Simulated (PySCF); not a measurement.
**Structure revision by computed shifts**

A compound C₅H₁₄Si₃ gives the data below (simulated from a calculation) and was assigned the structure `C=C[SiH]1C[SiH2]C[SiH2]C1`.

$^{13}$C{$^{1}$H} NMR (computed): δ 144.7 (CH), 142.8 (CH2), 4.8 (CH2, 2C), -4.4 (CH).

$^{1}$H NMR (300 MHz, computed): δ 6.51 (m, 1H), 6.14 (m, 1H), 6.00 (m, 1H), 3.37 (s, 6H), 0.70 (m, 2H), 0.35 (m, 2H), -0.23 (m, 1H).

How the numbers were obtained: NMR shieldings at B3LYP/pcSseg-1/GIAO, structure optimised with PBE0-D3(BJ)/def2-SVP, in PySCF 2.14.0 with density-fitted response routines (relativity neglected, one conformer, in vacuum, averaged over atoms made equivalent by symmetry, fast rotation or ring inversion).

Scale: $^{1}$H (σ = 31.38 ppm), $^{13}$C (σ = 179.24 ppm) vs TMS (reference shieldings calculated alike).

(1) Compare with the shifts computed for the proposed structure, pairing carbons in order of shift.

(2) Which isomer fits?

Results:

(1) Structure with atom numbers: `[CH2:1]=[CH:2][SiH:3]1[CH2:4][SiH2:5][CH2:6][SiH2:7][CH2:8]1`; H(Xn) means a hydrogen on atom n.

```csv
atom,computed for proposal,given list,difference
C2,148.1,144.7,+3.4
C1,140.5,142.8,-2.3
C4,-6.4,4.8,-11.2
C8,-6.4,4.8,-11.2
C6,-7.9,-4.4,-3.5
```

The rms difference is 7.5 ppm and the largest -11.2 ppm at C4 (sp3 CH2 bonded to 2 Si). The carbon types in order of shift don't match either: CH, CH2, CH2, CH2, CH2 for the proposal against CH, CH2, CH2, CH2, CH in the data. The proposal doesn't fit.

(2) SMILES C=C[Si]([SiH3])([SiH3])C1CC1.

1. Carbon types of the structure: 2 × CH, 3 × CH2, leaving 6 H on heteroatoms.
2. δC 144.7: alkene CH; the olefinic region.
3. δC 142.8: terminal =CH2 carbon; as expected for a trigonal carbon in a double bond.
4. δH 6.14, 6.00: hydrogen on a terminal =CH2 carbon; attached to an sp2 carbon and in the plane of the double bond.
5. δH 0.70, 0.35, -0.23: hydrogen on a three-membered-ring carbon; cyclopropane-type protons are shielded by the ring.

The data come from this structure; uniqueness wasn't tested.

Shifts are as computed. Against solution values, carbons near 30 ppm lie about +2 ppm off and those near 130 ppm about +6 ppm. Of 1211 compounds with measured shifts, 218 miss one by over three times the rms of a fit or turn the order of signals round; such compounds aren't used in these exercises. Multiplicities follow the n + 1 count of equivalent neighbours, as no J values were calculated; m marks all less simple cases, F and P coupling included.
